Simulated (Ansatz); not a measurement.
Harmonic frequencies (cm⁻¹) at PBE0-D4/def2-TZVP from Ansatz: 112, 122, 143, 157, 220, 247, 403, 547, 555, 641, 688, 1028, 1206, 1409, 1414, 3030, 3122, 3124.

Task: Which molecule is it?
A. `[OH][Ta]([OH])([F])=[S]`
B. `[CH3][Ta](=[O])([F])[Cl]`
C. `[NH2][Ta]([NH2])(=[S])[Cl]`
D. `[OH][Ta]([OH])([Cl])([Cl])[Cl]`

Result: B.
